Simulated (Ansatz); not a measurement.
Geometry optimisation, RKS B3LYP-D4/STO-3G (Ansatz 0.2.0).

Input file:

```yaml
crystal:
  periodic: [false, false, false]
  atoms:
    - { symbol: "N", position_ang: [1.0584, -2.1233, 2.368] }
    - { symbol: Si, position_ang: [0.9351, -0.3035, 2.1682] }
    - { symbol: Al, position_ang: [0.2038, 0.2397, -0.0325] }
    - { symbol: Si, position_ang: [-0.3926, -0.3487, -2.2211] }
    - { symbol: Si, position_ang: [-0.3245, 1.7797, -1.7494] }
    - { symbol: S, position_ang: [-2.2413, 2.7263, -1.4276] }
    - { symbol: H, position_ang: [0.46873, -2.29671, 3.22002] }
    - { symbol: H, position_ang: [2.04807, -2.28309, 2.61415] }
    - { symbol: H, position_ang: [-0.0119, 0.2735, 3.1807] }
    - { symbol: H, position_ang: [2.2743, 0.2726, 2.432] }
    - { symbol: H, position_ang: [-1.8293, -0.9352, -2.2249] }
    - { symbol: H, position_ang: [0.6424, -0.9142, -3.0115] }
    - { symbol: H, position_ang: [0.6997, 2.604, -2.3647] }
    - { symbol: H, position_ang: [-2.8081, 1.5593, -0.83] }
basis:
  gaussian: { orbitals: STO-3G }
hamiltonian:
  xc: b3lyp
  dispersion: d4
relax:
  f_tol: 0.015
  max_steps: 40
output:
  orbitals: {}
```

Command:

```bash
$ ansatz run input.yaml --threads 1 --pin off --max-ram 2048MiB --backend cpu --events-out ev --progress --plain --runs-dir out
```

Task: Where does it end, and by what steps?

Result: It converged. The force dipped under the threshold on the way, but the program's further checks kept it going. Limits of this set-up: minimal basis. After 36 steps the energy has fallen by 1.034 eV; H8 moved furthest, 1.10 Å.

```csv
step,energy less start (eV),largest force component (eV/Å),accepted
0,0.0000,2.358,yes
2,-0.8804,0.569,yes
4,-0.9412,0.148,yes
6,-0.9944,0.564,yes
8,-0.9656,0.413,no
10,-1.0161,0.219,no
12,-1.0281,0.106,yes
14,-1.0303,0.052,yes
16,-1.0320,0.052,yes
18,-1.0326,0.041,yes
20,-1.0328,0.012,yes
22,-1.0330,0.027,yes
24,-1.0332,0.024,yes
26,-1.0332,0.050,no
28,-1.0335,0.039,no
30,-1.0338,0.027,yes
32,-1.0339,0.028,yes
34,-1.0340,0.009,yes
36,-1.0340,0.012,yes
```

```xyz
14
Properties=species:S:1:pos:R:3
N 0.622 -1.962 2.550
Si 1.034 -0.250 2.182
Al 0.353 0.283 0.039
Si -0.139 -0.446 -2.071
Si -0.528 1.726 -1.485
S -2.397 2.769 -1.637
H 0.934 -2.189 3.531
H 1.222 -2.599 1.962
H 0.368 0.520 3.214
H 2.456 0.022 2.374
H -1.301 -1.297 -2.245
H 0.771 -0.731 -3.165
H 0.441 2.606 -2.115
H -3.114 1.797 -1.013
```

The run took 2.4 min on 1 CPU thread of a shared host.
